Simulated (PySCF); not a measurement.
A computed series [M(NH3)4]3+

Computed with PySCF 2.14.0, PBE, def2-SVP on the ligands, density fitting, scalar-relativistic core potentials, no spin-orbit coupling, vacuum. Each member is relaxed from one template within its symmetry. Distances are means of the shortest metal–ligand contacts, charges and spins Mulliken's; removal energies are rigid, with the ligand's formal charge and no counterpoise, so too large; for an anion taken off a cation in vacuum most of it is the attraction of opposite charges, and multiply charged cations can part far more cheaply with an electron moved from ligand to metal. lcecp potentials hold a fixed number of 4f electrons in the core, out of states, spins and gaps.

| metal | basis on the metal | point group | M–NH3 (Å) | charge on M (e) | removal of one NH3 (eV) | unstable modes (below −25 cm⁻¹) |
| --- | --- | --- | --- | --- | --- | --- |
| La | lcecp-1-SVP with ECP46 | C2v | 2.598 | 1.58 | 3.20 | 4 |
| Gd | lcecp-1-SVP with ECP53 | C2v | 2.469 | 1.47 | 3.52 | 4 |

What does the calculation give for Ce, lcecp-1-SVP with ECP47?

point group: C2v, M–NH3 (Å): 2.578, charge on M (e): 1.56, removal of one NH3 (eV): 3.26, unstable modes (below −25 cm⁻¹): 4.
```xyz
17

Ce    0.0000    0.0000    0.0028
N     1.4892    1.4892    1.4882
H     1.3670    1.3670    2.5164
H     2.5168    1.3650    1.3631
H     1.3650    2.5168    1.3631
N    -1.4892   -1.4892    1.4882
H    -1.3670   -1.3670    2.5164
H    -2.5168   -1.3650    1.3631
H    -1.3650   -2.5168    1.3631
N     1.4884   -1.4884   -1.4878
H     2.1325   -2.1325   -0.9806
H     0.9798   -2.1314   -2.1318
H     2.1314   -0.9798   -2.1318
N    -1.4884    1.4884   -1.4878
H    -2.1325    2.1325   -0.9806
H    -0.9798    2.1314   -2.1318
H    -2.1314    0.9798   -2.1318
```

Members with unstable modes aren't minima as they stand: saddle points kept by symmetry or, where the modes are soft, flat surfaces and noise. One start shape was tried for each, so a minimum needn't be the lowest isomer.
